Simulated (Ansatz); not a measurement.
**Molecular dynamics of ClH₄O₄Ta**

Input:

```yaml
crystal:
  periodic: [false, false, false]
  atoms:
    - { symbol: Ta, position_ang: [-0.057469, -0.113097, -0.001065] }
    - { symbol: O, position_ang: [1.831205, -0.026197, -0.006207] }
    - { symbol: H, position_ang: [2.422841, -0.003185, 0.731185] }
    - { symbol: O, position_ang: [-0.096277, -0.319041, 1.906414] }
    - { symbol: H, position_ang: [-0.404838, -0.890588, 2.588932] }
    - { symbol: O, position_ang: [-0.198274, -0.203841, -1.875479] }
    - { symbol: H, position_ang: [-0.470391, -0.595885, -2.686402] }
    - { symbol: O, position_ang: [-0.886516, 1.58248, 0.116634] }
    - { symbol: H, position_ang: [-1.099678, 2.079405, 0.892509] }
    - { symbol: Cl, position_ang: [-1.283403, -2.19415, 0.007179] }
basis:
  gaussian: { orbitals: def2-SVP }
hamiltonian:
  xc: hf
md:
  timestep: 2.5
  n_steps: 40
  ensemble: nvt_nose_hoover
  temperature: 50.0
  initial_velocities: maxwell_boltzmann
  seed: 220211
  nose_hoover: { tau: 20.0, chain_length: 3 }
```

Launched with:

```bash
$ ansatz run input.yaml --threads 2 --pin off --max-ram 3072MiB --backend cpu --events-out ev --progress --plain --runs-dir out
```

It starts from a relaxed structure.

Output, in part (one step line in 2, the closing report, with atoms numbered from 0):

```
md step     0: t =     0.00 fs  T =    50.0 K  F+E_penalty+E_count = -22246.62695579 eV  E_kin = 0.051704 eV  conserved = -22246.57525179 eV  (37 SCF iters)
md step     2: t =     5.00 fs  T =    28.1 K  F+E_penalty+E_count = -22246.33455144 eV  E_kin = 0.029016 eV  conserved = -22246.30547141 eV  (38 SCF iters)
md step     4: t =    10.00 fs  T =    17.2 K  F+E_penalty+E_count = -22246.28551582 eV  E_kin = 0.017743 eV  conserved = -22246.26863471 eV  (38 SCF iters)
md step     6: t =    15.00 fs  T =    30.4 K  F+E_penalty+E_count = -22246.51516704 eV  E_kin = 0.031458 eV  conserved = -22246.48791050 eV  (39 SCF iters)
md step     8: t =    20.00 fs  T =    43.6 K  F+E_penalty+E_count = -22246.38588543 eV  E_kin = 0.045084 eV  conserved = -22246.35097829 eV  (38 SCF iters)
md step    10: t =    25.00 fs  T =    76.7 K  F+E_penalty+E_count = -22246.50831331 eV  E_kin = 0.079273 eV  conserved = -22246.44859209 eV  (38 SCF iters)
md step    12: t =    30.00 fs  T =    26.7 K  F+E_penalty+E_count = -22246.30704093 eV  E_kin = 0.027635 eV  conserved = -22246.30866594 eV  (39 SCF iters)
md step    14: t =    35.00 fs  T =    34.4 K  F+E_penalty+E_count = -22245.78755980 eV  E_kin = 0.035595 eV  conserved = -22245.78544039 eV  (39 SCF iters)
md step    16: t =    40.00 fs  T =   645.0 K  F+E_penalty+E_count = -22245.72803819 eV  E_kin = 0.666985 eV  conserved = -22245.04702909 eV  (38 SCF iters)
md step    18: t =    45.00 fs  T =   699.7 K  F+E_penalty+E_count = -22242.99072730 eV  E_kin = 0.723558 eV  conserved = -22241.57859312 eV  (44 SCF iters)
md step    20: t =    50.00 fs  T = 11693.5 K  F+E_penalty+E_count = -22229.51895856 eV  E_kin = 12.092011 eV  conserved = -22162.23519405 eV  (78 SCF iters)
md step    22: t =    55.00 fs  T =   720.2 K  F+E_penalty+E_count = -22226.93679214 eV  E_kin = 0.744741 eV  conserved = -22094.41862810 eV  (95 SCF iters)
md step    24: t =    60.00 fs  T =   162.2 K  F+E_penalty+E_count = -22227.21313455 eV  E_kin = 0.167679 eV  conserved = -22094.42759560 eV  (86 SCF iters)
md step    26: t =    65.00 fs  T =   208.4 K  F+E_penalty+E_count = -22227.63877026 eV  E_kin = 0.215481 eV  conserved = -22094.42684893 eV  (93 SCF iters)
md step    28: t =    70.00 fs  T =   332.3 K  F+E_penalty+E_count = -22228.24619332 eV  E_kin = 0.343666 eV  conserved = -22094.40125188 eV  (400 SCF iters)
md step    30: t =    75.00 fs  T =   826.8 K  F+E_penalty+E_count = -22229.93379434 eV  E_kin = 0.854944 eV  conserved = -22094.26740418 eV  (162 SCF iters)
md step    32: t =    80.00 fs  T =  1389.9 K  F+E_penalty+E_count = -22235.43618751 eV  E_kin = 1.437314 eV  conserved = -22094.81331438 eV  (158 SCF iters)
md step    34: t =    85.00 fs  T =  6590.3 K  F+E_penalty+E_count = -22227.64446797 eV  E_kin = 6.814868 eV  conserved = -22019.72557395 eV  (205 SCF iters)
md step    36: t =    90.00 fs  T =   112.7 K  F+E_penalty+E_count = -22227.55860510 eV  E_kin = 0.116527 eV  conserved = -22019.73866478 eV  (162 SCF iters)
md step    38: t =    95.00 fs  T =    66.8 K  F+E_penalty+E_count = -22227.68846067 eV  E_kin = 0.069124 eV  conserved = -22019.74013316 eV  (203 SCF iters)
md step    40: t =   100.00 fs  T =    98.5 K  F+E_penalty+E_count = -22227.87310532 eV  E_kin = 0.101865 eV  conserved = -22019.74190412 eV  (285 SCF iters)
Total energy: -22227.87310532 eV, -816.8592700270 hartree
Atom 0 at    -0.051047    -0.114591     0.032818 Å, force     0.521284    -1.264773     3.675552 eV/Å
Atom 1 at     1.838011    -0.011444    -0.020174 Å, force    -0.128784    -0.032249    -0.217257 eV/Å
Atom 2 at     2.459066    -0.017041     0.692365 Å, force     0.099151    -0.011424    -0.023805 eV/Å
Atom 3 at    -0.112604    -0.345823     1.940760 Å, force     0.289760     1.089785    -1.172071 eV/Å
Atom 4 at    -0.385087    -0.907406     2.622869 Å, force    -0.364076    -0.629703     0.886139 eV/Å
Atom 5 at    -0.255506    -0.023780    -1.901396 Å, force    -1.049417     1.748769    -0.818210 eV/Å
Atom 6 at    -1.475235    -2.463325    -4.754512 Å, force     0.038115     0.089427     0.129327 eV/Å
Atom 7 at    -0.828113     1.495701    -0.202433 Å, force     0.378765    -1.132909    -1.866894 eV/Å
Atom 8 at    -1.359806     3.274007     3.198237 Å, force     0.015921    -0.089463    -0.145330 eV/Å
Atom 9 at    -1.278040    -2.203190    -0.025887 Å, force     0.199282     0.232540    -0.447452 eV/Å
Dipole moment:     0.377955    -0.076979     0.361406 e Å
```

The run went to its last step. The conserved energy changed by up to 23000 meV per atom, so the integration failed: the time step of 2.5 fs is too long for the fastest motions that this run met, and the later frames carry no physical meaning.

Parted: O6–H7 0.94 → 3.95 Å, O8–H9 0.95 → 3.87 Å. It ends as ClH2O4Ta + H + H. Pairs count as bonded within 1.25 times the sum of covalent radii (0.12 Å more for H–H).

Last frame:

```xyz
10
Properties=species:S:1:pos:R:3
Ta -0.051 -0.115 0.033
O 1.838 -0.011 -0.020
H 2.459 -0.017 0.692
O -0.113 -0.346 1.941
H -0.385 -0.907 2.623
O -0.256 -0.024 -1.901
H -1.475 -2.463 -4.755
O -0.828 1.496 -0.202
H -1.360 3.274 3.198
Cl -1.278 -2.203 -0.026
```

Run time: 3.4 min on 2 threads of Arm Neoverse V1, with other jobs on the host, peak memory 0.39 GiB.
